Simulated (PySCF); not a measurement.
**Electronic absorption of C7H4ClFO**

Compound: C7H4ClFO.
Z-matrix (Å and degrees, GFN2-xTB geometry), rows numbered from 1:
```
O 
C   1  1.1845
F   2  1.3688  1  118.79
C   2  1.4622  1  129.05  3  -179.99
C   4  1.3956  2  122.11  1   179.84
C   5  1.3801  4  120.02  2   179.99
C   6  1.3896  5  119.57  4     0.02
Cl  7  1.7201  6  119.55  5  -179.98
C   7  1.3905  6  120.98  5    -0.01
C   9  1.3784  7  119.34  6     0.01
H   5  1.0792  4  119.93  2    -0.01
H   6  1.0785  5  120.55  4   179.98
H   9  1.0782  7  119.92  6   179.98
H  10  1.0792  4  118.88  2     0.01
```

Theory: TDDFT wB97X-D/def2-SVPD, vertical, gas phase, core orbitals frozen in the response in PySCF 2.14.0, density-fitted response routines.

```json
{"state": "S1", "E (eV)": "5.09", "E (hartree)": "0.1871", "f": "0.013", "|μ| (D)": "0.82", "symmetry": "A′", "main configurations (H = HOMO, L = LUMO)": "H-1→L (67%), H→L+1 (31%)"}
{"state": "S2", "E (eV)": "5.31", "E (hartree)": "0.1952", "f": "0.389", "|μ| (D)": "4.40", "symmetry": "A′", "main configurations (H = HOMO, L = LUMO)": "H→L (92%)"}
{"state": "S3", "E (eV)": "5.42", "E (hartree)": "0.1994", "f": "0.0001", "|μ| (D)": "0.08", "symmetry": "–", "main configurations (H = HOMO, L = LUMO)": "H-2→L (82%), H-2→L+4 (11%)"}
{"state": "S4", "E (eV)": "6.43", "E (hartree)": "0.2362", "f": "0.222", "|μ| (D)": "3.01", "symmetry": "A′", "main configurations (H = HOMO, L = LUMO)": "H→L+1 (65%), H-1→L (31%)"}
{"state": "S5", "E (eV)": "6.71", "E (hartree)": "0.2467", "f": "0.0000", "|μ| (D)": "0.00", "symmetry": "–", "main configurations (H = HOMO, L = LUMO)": "H-3→L (79%), H-5→L (9%)"}
{"state": "S6", "E (eV)": "6.94", "E (hartree)": "0.2549", "f": "0.603", "|μ| (D)": "4.79", "symmetry": "A′", "main configurations (H = HOMO, L = LUMO)": "H-1→L+1 (90%)"}
{"state": "S7", "E (eV)": "7.10", "E (hartree)": "0.2609", "f": "0.0002", "|μ| (D)": "0.08", "symmetry": "–", "main configurations (H = HOMO, L = LUMO)": "H→L+2 (68%), H→L+3 (14%)"}
{"state": "S8", "E (eV)": "7.49", "E (hartree)": "0.2751", "f": "0.0000", "|μ| (D)": "0.02", "symmetry": "–", "main configurations (H = HOMO, L = LUMO)": "H-5→L (86%)"}
```

Triplets, Tamm–Dancoff:

```
state  E (eV)  λ (nm)  main configurations (H = HOMO, L = LUMO)
   T1    3.69   335.9                                 H→L (84%)
   T2    4.41   281.4                               H-1→L (92%)
   T3    4.77   260.1                             H-1→L+1 (90%)
```

The lowest singlet lies at 5.09 eV (244 nm, ultraviolet) and is weak; its leading configuration is HOMO-1→LUMO (67%). The most intense listed level is S6 at 6.94 eV (179 nm, f = 0.603), 1.85 eV above S1. Löwdin shares by element: HOMO carbon 45% or more, chlorine 25% (atoms not listed hold the other 30%); LUMO carbon 44% or more, oxygen 14% (atoms not listed hold the other 42%). Orbital energies (eV): HOMO-3 -11.47, HOMO-2 -11.24, HOMO-1 -10.23, HOMO -9.65, LUMO -0.63, LUMO+1 0.55, LUMO+2 1.88. The listed states span 2.39 eV, and the widest gap between neighbours is 1.00 eV (S3 to S4). Weighted by f, the mean energy of these states is 6.31 eV. No computed singlet lies in the visible range (380 to 750 nm); the lowest, at 244 nm, stands 1.83 eV above its violet end (3.26 eV). Symmetry labels in Cs follow from the direction of the transition dipole and are given only for states with f of 0.002 or more. Singlets were solved by full linear response, triplets in the Tamm–Dancoff approximation.

One conformer stands for the species.
